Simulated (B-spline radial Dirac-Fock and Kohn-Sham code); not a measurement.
**Run log: Hf²⁺**

ΔSCF core binding energies without Breit or QED terms, calculated with a radial B-spline solver. Keys: rel is the Hamiltonian (dirac, or spin-free x2c and nr, where L3 and M5 stand for the whole 2p and 3d shells), method is hf or an exchange,correlation pair (spin-unpolarised, also for the hole states), nuc the nuclear model, radius_factor scales its radius, rmax is the box in bohr, h the logarithmic mesh step, order the B-spline order, points the quadrature points per cell, c_factor scales the speed of light, and damp, ndamp, maxit and tol steer the iteration. The run stops when the commutator error falls below 10·tol·max(1, Z/10), or the numerical noise floor, and the energy has settled to about 1e-8 Ha; the virial ratio is −V/T.

Input (task.json):

```json
{"items": [{"Z": 72, "q": 2, "cfg": [[1, 0, 2], [2, 0, 2], [2, 1, 6], [3, 0, 2], [3, 1, 6], [3, 2, 10], [4, 0, 2], [4, 1, 6], [4, 2, 10], [4, 3, 14], [5, 0, 2], [5, 1, 6], [5, 2, 2]], "A": 180, "rrms": 5.347, "do": "settings", "holes": ["K", "L3", "M5"],
  "settings": [{"rel": "dirac", "method": "rpbe,pbe", "nuc": "fermi", "radius_factor": 1.0, "rmax": 45.0, "h": 0.5, "order": 8, "points": 10, "c_factor": 1.0, "maxit": 60, "damp": 0.0, "ndamp": 3, "tol": 1e-08}]}]}
```

Command: `python xray2_run.py task.json out`

Ground-state iterations:

```
iter   energy (Ha)        error
   1   -15093.79216781  4.46e+00
   2   -15093.21589897  5.29e-01
   3   -15089.86542183  9.94e-01
   4   -14942.98303488  3.05e+00
   5   -14989.29572847  5.32e+00
   6   -15065.10766266  2.13e+00
   7   -15090.61347427  7.02e-01
   8   -15094.37700325  2.35e-01
   9   -15094.74542154  2.30e-02
  10   -15094.74682297  1.49e-02
  11   -15094.74865701  4.92e-04
  12   -15094.74865863  2.09e-05
  13   -15094.74865864  6.17e-07
```

The ground state converged in 13 iterations, with total energy -15094.74866 Ha, virial ratio 1.89427 and highest orbital energy -16.37 eV. ΔSCF binding energies: K (1s) 65731.1 eV, L3 (2p3/2) 9571.9 eV, M5 (3d5/2) 1676.4 eV.
